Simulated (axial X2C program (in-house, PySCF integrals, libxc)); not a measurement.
**Working with the constants of CsH⁺**

A bond curve at the CCSD(T) level, with spin–orbit coupling, was computed with an in-house relativistic program for diatomic molecules (basis Cs dyall-cv3z [15s15p9d4f1g], H dyall-v3z [6s2p1d] (cores contracted in-house)) for the state Ω = 1/2 (⟨Sz⟩ = 0.50, ⟨Lz⟩ = 0.00 at HF). Its fit gives Re = 3.4919 Å, ωe = 171.3 cm⁻¹, ωexe = 37.4 cm⁻¹ and αe = 2.654e-01 cm⁻¹; the masses are 132.9054 and 1.0078 u. Two-component means X2C with spin–orbit coupling and atomic mean-field Coulomb and Gaunt terms.

Correlated methods: 9 electrons correlated (number of frozen shells: Cs 4 s, 3 p, 2 d; H none), 229 virtual spin orbitals or spinors in MP2, 67 natural virtuals in coupled cluster.

Q: Find the reduced mass, Be and the force constant.

A: From the CCSD(T) values: μ = 1.0002 u. Be = 16.8576/(μ Re²) = 1.382 cm⁻¹. k = 5.8918×10⁻⁷ μ ωe² = 0.0173 mdyn/Å.

Q: Estimate the centrifugal constant by the Kratzer relation.

A: D = 4Be³/ωe² = 3.60e-04 cm⁻¹.

Q: A Morse curve ties αe to the other constants (Pekeris). How well does that hold?

A: αe(Morse) = 6Be²/ωe × (√(ωexe/Be) − 1) = 2.812e-01 cm⁻¹; the CCSD(T) curve gives 2.654e-01 cm⁻¹, a ratio of 1.06.

Q: Scale the constants to the deuteride (D 2.0141 u) within the Born–Oppenheimer picture.

A: ρ = √(μH/μD) = 0.7100; ωe = 121.6, ωexe = 18.9, Be = 0.6968 cm⁻¹; the zero-point energy falls by 20 cm⁻¹.

The state is one determinant whose occupation by symmetry is held fixed; it was picked as the lowest of a PBE0 search that is not exhaustive. Coupled cluster ran in a truncated set of natural virtual spinors; the MP2 energy of the rest was added. (T) has no such correction and the atoms are truncated less, which lowers De at CCSD(T) by a hundredth of an eV or more. Under one Hamiltonian the search converged a single determinant, so lower ones may well exist. The bond is weak, and without diffuse functions and with truncated virtuals even CCSD(T) can be tens of per cent off in De.
